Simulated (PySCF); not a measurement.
Vibration and rotation of SbO⁻

ROHF-MP2 constants of SbO⁻, ³Σ⁻ (triplet), unpaired electrons π ↑↑ (Sb aug-cc-pVDZ-PP with ECP28, O aug-cc-pVDZ; scalar-relativistic core potentials (PySCF 2.14); masses 120.9038 and 15.9949 u):

| Item | Value |
| --- | --- |
| ωe | 751.5 cm⁻¹ |
| ωexe | 0.814 cm⁻¹ |
| Be | 0.32571 cm⁻¹ |
| αe | 0.00130 cm⁻¹ |
| D (centrifugal) | 2.45e-07 cm⁻¹ |

Problem. Give the vibrational terms G(v) and spacings up to v = 3.

Solution. G(v) = ωe(v+½) − ωexe(v+½)².

```tsv
v	G(v) (cm⁻¹)	G(v) − G(v−1)	Bv (cm⁻¹)
0	376		0.3251
1	1125	750	0.3238
2	1874	748	0.3225
3	2620	747	0.3212
```

Correlated steps freeze 5 core orbitals. These are scalar-relativistic numbers at best; spin–orbit coupling would shift them, the dissociation energy most. The state was picked by a PBE0 search and need not be the measured ground state.
